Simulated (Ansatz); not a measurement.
This geometry of CH5ClISbSi (10 atoms, charge 0, multiplicity 1) is a first-order saddle point.

Method: RKS LDA/def2-SVP (Ansatz).

```xyz
10
Properties=species:S:1:pos:R:3
C -0.013 0.726 1.486
Si -0.018 0.604 -0.362
Cl 1.435 1.909 -1.042
Sb 0.265 -1.670 -1.246
I -2.208 1.212 -1.259
H 0.964 0.364 1.874
H -0.152 1.784 1.793
H -0.824 0.095 1.905
H -0.943 -2.387 -2.156
H 1.576 -2.688 -0.991
```

**Question.** Which two structures does it join? (They come from a converged band through this point; their orientation in space is the band's.)

**Answer.** No bond is made or broken. The height of Sb4 over the plane of its neighbours goes from -1.12 to 1.12 Å.

Image 0:

```xyz
10
Properties=species:S:1:pos:R:3
C -0.173 0.244 1.355
Si 0.007 0.680 -0.440
Cl 1.545 2.060 -0.612
Sb 0.507 -1.236 -2.064
I -2.088 1.730 -1.185
H 0.771 -0.211 1.723
H -0.391 1.159 1.946
H -1.003 -0.482 1.489
H -0.745 -2.144 -1.289
H 1.653 -1.851 -0.920
```

Image 8:

```xyz
10
Properties=species:S:1:pos:R:3
C -0.151 0.302 1.595
Si -0.198 0.412 -0.258
Cl 1.269 1.745 -0.852
Sb 0.011 -1.857 -1.439
I -2.391 1.319 -0.907
H 0.834 -0.094 1.925
H -0.297 1.311 2.035
H -0.956 -0.370 1.962
H 0.245 -0.991 -2.911
H 1.717 -1.827 -1.147
```

**Question.** How far does it lie above each of them?

**Answer.** 1.57 eV above the first and 1.55 eV above the second. This is the barrier of this one path; another mechanism may lie lower.

Run time: 3.8 min on 2 threads of Intel(R) Xeon(R) Processor @ 2.50GHz (Skylake/Cascade Lake) (shared host), peak memory 0.2 GiB.
